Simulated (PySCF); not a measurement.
PySCF input (TPSS/def2-TZVPD):

```python
from pyscf import gto, scf, dft

mol = gto.M(
    atom='''
    C    -0.00000000   -0.00000000   -0.62581252
    N     0.00000000    0.00000000    0.53641073
    ''',
    basis='def2-tzvpd',
    charge=0,
    spin=1,
    symmetry='C2v',
    verbose=4,
)

mf = dft.UKS(mol, xc='tpss').density_fit(auxbasis='def2-universal-jkfit')
mf.grids.level = 3
mf.conv_tol = 1e-9
mf.max_cycle = 100
mf.max_memory = 1500
mf.kernel()
if not mf.converged:
    mf = mf.newton()
    mf.kernel(mf.make_rdm1())
mf.analyze()
```

Output:

```
PySCF version 2.14.0

[INPUT] verbose = 4
[INPUT] num. atoms = 2
[INPUT] num. electrons = 13
[INPUT] charge = 0
[INPUT] spin (= nelec alpha-beta = 2S) = 1
[INPUT] symmetry C2v subgroup None
[INPUT] Mole.unit = angstrom
[INPUT] Symbol           X                Y                Z      unit          X                Y                Z       unit  Magmom
[INPUT]  1 C      0.000000000000   0.000000000000  -0.625812520000 AA    0.000000000000   0.000000000000  -1.182614268124 Bohr   0.0
[INPUT]  2 N      0.000000000000   0.000000000000   0.536410730000 AA    0.000000000000   0.000000000000   1.013669369978 Bohr   0.0

nuclear repulsion = 19.1232130820305
point group symmetry = Coov, use subgroup C2v
symmetry origin: [ 0.00000000e+00  0.00000000e+00 -1.45363543e-09]
symmetry axis x: [1. 0. 0.]
symmetry axis y: [0. 1. 0.]
symmetry axis z: [0. 0. 1.]
num. orbitals of irrep A1 = 34
num. orbitals of irrep A2 = 8
num. orbitals of irrep B1 = 16
num. orbitals of irrep B2 = 16
number of shells = 26
number of NR pGTOs = 104
number of NR cGTOs = 74
basis = def2-tzvpd
ecp = {}

******** <class 'pyscf.df.df_jk.DFSymAdaptedUKS'> ********
method = DFSymAdaptedUKS
initial guess = minao
damping factor = 0
level_shift factor = 0
DIIS = <class 'pyscf.scf.diis.CDIIS'>
diis_start_cycle = 1
diis_space = 8
diis_damp = 0
SCF conv_tol = 1e-09
SCF conv_tol_grad = None
SCF max_cycles = 100
direct_scf = False
number electrons alpha = 7  beta = 6
XC library pyscf.dft.libxc version 7.1.2
    S. Lehtola, C. Steigemann, M. J. T. Oliveira, and M. A. L. Marques,  SoftwareX 7, 1–5 (2018)
XC functionals = tpss
    J. Tao, J. P. Perdew, V. N. Staroverov, and G. E. Scuseria,  Phys. Rev. Lett. 91, 146401 (2003)
    J. P. Perdew, J. Tao, V. N. Staroverov, and G. E. Scuseria,  J. Chem. Phys. 120, 6898 (2004)
    J. Tao, J. P. Perdew, V. N. Staroverov, and G. E. Scuseria,  Phys. Rev. Lett. 91, 146401 (2003)
    J. P. Perdew, J. Tao, V. N. Staroverov, and G. E. Scuseria,  J. Chem. Phys. 120, 6898 (2004)
radial grids:
    Treutler-Ahlrichs [JCP 102, 346 (1995); DOI:10.1063/1.469408] (M4) radial grids

becke partition: Becke, JCP 88, 2547 (1988); DOI:10.1063/1.454033
pruning grids: <function nwchem_prune>
grids dens level: 3
symmetrized grids: C2v
atomic radii adjust function: <function treutler_atomic_radii_adjust>
small_rho_cutoff = 0
Freeze 0 electrons in irreps []
[...]
beta  HOMO (B2) = -0.348173100939303  LUMO (A1) = -0.272809597095048
  HOMO = -0.348173100939  LUMO = -0.272809597095  gap/eV = 2.05075
Extra cycle  E= -92.7688721967214  delta_E= 2.19e-11  |g|= 7.13e-06  |ddm|= 4.85e-06
converged SCF energy = -92.7688721967214  <S^2> = 0.75817951  2S+1 = 2.0081629
**** SCF Summaries ****
Total Energy =                         -92.768872196721446
Nuclear Repulsion Energy =              19.123213082030496
One-electron Energy =                 -162.491702120749892
Two-electron Energy =                   50.599616841997957
Two-electron Coulomb Energy =           62.794672441832013
DFT Exchange-Correlation Energy =      -12.195055599834056
HOMO-LUMO gap [eV] =                     2.050745394925777
Wave-function symmetry = A1
alpha occupancy for each irrep:     A1   A2   B1   B2
                                     5    0    1    1
beta  occupancy for each irrep:     A1   A2   B1   B2
                                     4    0    1    1
**** MO energy ****
alpha MO #1 (A1 #1), energy= -14.1675423083456 occ= 1
alpha MO #2 (A1 #2), energy= -10.0994389626349 occ= 1
alpha MO #3 (A1 #3), energy= -0.897590815006154 occ= 1
alpha MO #4 (A1 #4), energy= -0.460541091923105 occ= 1
alpha MO #5 (A1 #5), energy= -0.36508819614464 occ= 1
alpha MO #6 (B1 #1), energy= -0.355913217677201 occ= 1
alpha MO #7 (B2 #1), energy= -0.355913217677201 occ= 1
alpha MO #8 (B1 #2), energy= -0.04841228436884 occ= 0
alpha MO #9 (B2 #2), energy= -0.04841228436884 occ= 0
alpha MO #10 (A1 #6), energy= 0.0245502109853781 occ= 0
alpha MO #11 (A1 #7), energy= 0.0701064387141379 occ= 0
alpha MO #12 (B1 #3), energy= 0.154925143300969 occ= 0
alpha MO #13 (B2 #3), energy= 0.154925143300972 occ= 0
alpha MO #14 (A1 #8), energy= 0.156230716306067 occ= 0
alpha MO #15 (A1 #9), energy= 0.184246554079535 occ= 0
alpha MO #16 (A2 #1), energy= 0.184246559109507 occ= 0
alpha MO #17 (B1 #4), energy= 0.22105687080213 occ= 0
alpha MO #18 (B2 #4), energy= 0.22105687080213 occ= 0
alpha MO #19 (A1 #10), energy= 0.286969316236899 occ= 0
alpha MO #20 (A1 #11), energy= 0.320701152973285 occ= 0
alpha MO #21 (A2 #2), energy= 0.385829241460227 occ= 0
alpha MO #22 (A1 #12), energy= 0.385829244276877 occ= 0
alpha MO #23 (B1 #5), energy= 0.39415471461083 occ= 0
alpha MO #24 (B2 #5), energy= 0.394154714610832 occ= 0
alpha MO #25 (A1 #13), energy= 0.394649502884494 occ= 0
alpha MO #26 (A1 #14), energy= 0.553456981684665 occ= 0
alpha MO #27 (B1 #6), energy= 0.653981489247681 occ= 0
alpha MO #28 (B2 #6), energy= 0.653981489247706 occ= 0
alpha MO #29 (A1 #15), energy= 0.684190400024271 occ= 0
alpha MO #30 (A2 #3), energy= 0.778720336161315 occ= 0
alpha MO #31 (A1 #16), energy= 0.778720506510541 occ= 0
alpha MO #32 (A1 #17), energy= 0.779071164037265 occ= 0
alpha MO #33 (B1 #7), energy= 0.892666033836511 occ= 0
alpha MO #34 (B2 #7), energy= 0.89266603383651 occ= 0
alpha MO #35 (A1 #18), energy= 1.16861258020921 occ= 0
alpha MO #36 (A1 #19), energy= 1.31774977214169 occ= 0
alpha MO #37 (A2 #4), energy= 1.31775038552305 occ= 0
alpha MO #38 (A1 #20), energy= 1.40067122952309 occ= 0
alpha MO #39 (B1 #8), energy= 1.44074745066041 occ= 0
alpha MO #40 (B2 #8), energy= 1.44074745066042 occ= 0
alpha MO #41 (B1 #9), energy= 1.50978577960619 occ= 0
alpha MO #42 (B2 #9), energy= 1.50978577960619 occ= 0
alpha MO #43 (A1 #21), energy= 1.52237389785159 occ= 0
alpha MO #44 (A1 #22), energy= 1.89687131297907 occ= 0
alpha MO #45 (B1 #10), energy= 2.32365273822907 occ= 0
alpha MO #46 (B2 #10), energy= 2.3236527382291 occ= 0
alpha MO #47 (A1 #23), energy= 2.33379662110034 occ= 0
alpha MO #48 (B1 #11), energy= 2.60315032145832 occ= 0
alpha MO #49 (B2 #11), energy= 2.60315032145832 occ= 0
alpha MO #50 (A1 #24), energy= 2.71892497376523 occ= 0
alpha MO #51 (A2 #5), energy= 2.71892577258882 occ= 0
alpha MO #52 (B1 #12), energy= 2.93929572124472 occ= 0
alpha MO #53 (B2 #12), energy= 2.93929572124472 occ= 0
alpha MO #54 (A1 #25), energy= 2.96113493472501 occ= 0
alpha MO #55 (A1 #26), energy= 2.99949103310861 occ= 0
alpha MO #56 (A2 #6), energy= 2.99949484310835 occ= 0
alpha MO #57 (B1 #13), energy= 3.32675553429133 occ= 0
alpha MO #58 (B2 #13), energy= 3.32675553429134 occ= 0
alpha MO #59 (A1 #27), energy= 3.48476056505634 occ= 0
alpha MO #60 (B1 #14), energy= 3.91794949157232 occ= 0
alpha MO #61 (B2 #14), energy= 3.91794949157233 occ= 0
alpha MO #62 (A1 #28), energy= 3.93617697518681 occ= 0
alpha MO #63 (A2 #7), energy= 4.43612968228994 occ= 0
alpha MO #64 (A1 #29), energy= 4.4361359270548 occ= 0
alpha MO #65 (A2 #8), energy= 4.63636783004176 occ= 0
alpha MO #66 (A1 #30), energy= 4.63638527695692 occ= 0
alpha MO #67 (B1 #15), energy= 4.79321412154738 occ= 0
alpha MO #68 (B2 #15), energy= 4.79321412154738 occ= 0
alpha MO #69 (A1 #31), energy= 5.31938577337132 occ= 0
alpha MO #70 (B1 #16), energy= 5.4026774876801 occ= 0
alpha MO #71 (B2 #16), energy= 5.40267748768011 occ= 0
alpha MO #72 (A1 #32), energy= 5.68113559043023 occ= 0
alpha MO #73 (A1 #33), energy= 21.9587062053332 occ= 0
alpha MO #74 (A1 #34), energy= 31.9916283530496 occ= 0
beta  MO #1 (A1 #1), energy= -14.1624942487253 occ= 1
beta  MO #2 (A1 #2), energy= -10.0844469988127 occ= 1
beta  MO #3 (A1 #3), energy= -0.878217070491026 occ= 1
beta  MO #4 (A1 #4), energy= -0.401742508059868 occ= 1
beta  MO #5 (B1 #1), energy= -0.348173100939303 occ= 1
beta  MO #6 (B2 #1), energy= -0.348173100939303 occ= 1
beta  MO #7 (A1 #5), energy= -0.272809597095048 occ= 0
beta  MO #8 (B1 #2), energy= -0.0234395940286012 occ= 0
beta  MO #9 (B2 #2), energy= -0.0234395940286015 occ= 0
beta  MO #10 (A1 #6), energy= 0.0387206376055538 occ= 0
beta  MO #11 (A1 #7), energy= 0.0794900865271728 occ= 0
beta  MO #12 (B1 #3), energy= 0.159323738979886 occ= 0
beta  MO #13 (B2 #3), energy= 0.159323738979887 occ= 0
beta  MO #14 (A1 #8), energy= 0.169281781684532 occ= 0
beta  MO #15 (A1 #9), energy= 0.189466147069749 occ= 0
beta  MO #16 (A2 #1), energy= 0.189466183727372 occ= 0
beta  MO #17 (B1 #4), energy= 0.235126347250254 occ= 0
beta  MO #18 (B2 #4), energy= 0.235126347250253 occ= 0
beta  MO #19 (A1 #10), energy= 0.295841268826312 occ= 0
beta  MO #20 (A1 #11), energy= 0.347070188480103 occ= 0
beta  MO #21 (A1 #12), energy= 0.388575262307968 occ= 0
beta  MO #22 (A2 #2), energy= 0.388575265761199 occ= 0
beta  MO #23 (B1 #5), energy= 0.403445920840059 occ= 0
beta  MO #24 (B2 #5), energy= 0.403445920840061 occ= 0
beta  MO #25 (A1 #13), energy= 0.416460996618662 occ= 0
beta  MO #26 (A1 #14), energy= 0.571586481961404 occ= 0
beta  MO #27 (B1 #6), energy= 0.654633181724142 occ= 0
beta  MO #28 (B2 #6), energy= 0.654633181724149 occ= 0
[...]
```
